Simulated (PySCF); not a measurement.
Spinor energies of Nb(19+) (niobium, charge +19)

Start: [Ar] 3d4; 3d3/2 filled at m_j = -3/2, -1/2, +1/2, +3/2. Calculated with PySCF 2.14 in an uncontracted even-tempered set (17 s from 2.1 bohr⁻², ratio 2.8; 12 p from 2.7 bohr⁻², ratio 2.8; 8 d from 2.7 bohr⁻², ratio 2.8; 4 f from 9.6 bohr⁻², ratio 3): generalised Hartree-Fock with the X2C-1e Hamiltonian and a Gaussian nucleus; one run each with spin-orbit coupling (SO) switched off, then screened by Boettger's factors.

| spinor shell | electrons | ε, spin-free (eV) | ε, screened SO (eV) | weight of nominal j (screened SO) | rms radius, screened SO (bohr) |
| --- | --- | --- | --- | --- | --- |
| 1s1/2 | 2 | -19758.9 | -19757.7 | 1.000 | 0.0415 |
| 2s1/2 | 2 | -3405.5 | -3405.0 | 1.000 | 0.170 |
| 2p1/2 | 2 | -3107.5 | -3176.9 | 0.994 | 0.149 |
| 2p3/2 | 4 | -3107.5 | -3074.3 | 0.997 | 0.152 |
| 3s1/2 | 2 | -1058.0 | -1057.9 | 1.000 | 0.442 |
| 3p1/2 | 2 | -954.48 | -977.71 | 0.834 | 0.434 |
| 3d3/2 | 4 | -820.84 | -821.07 | 0.654 | 0.404 |

Task: Where does 3p3/2 lie, and what is the 3p spin-orbit splitting (screened SO)?

Result: At -943.16 eV, 34.556 eV above 3p1/2.

```tsv
quantity	spin-free	screened SO
E (hartree)	-3625.19927	-3625.69950
M_J	0	0
⟨J²⟩	4.002	2.840
⟨L²⟩	6.002	5.580
⟨S²⟩	6.001	5.575
```

The determinant has a definite M_J but mixes levels of different J.

Each row is a mean over spinors that exchange with the open shell spreads, by up to 19.328 eV (3s1/2).

Rows whose weight is well below 1 are mixtures of j = l ± 1/2: exchange outweighs spin-orbit coupling there, and the label is only the starting occupation.

Breit and QED terms are absent; they matter most for the inner s and p1/2 levels.

Densities and radii are taken from the X2C orbitals without a picture-change correction, which distorts them close to the nucleus.

Without spin-orbit coupling the j labels of p, d and f shells carry no meaning; the spin-free column gives the mean over the occupied spinors of each nl shell, and its ⟨J²⟩ belongs to a mixture of degenerate components.
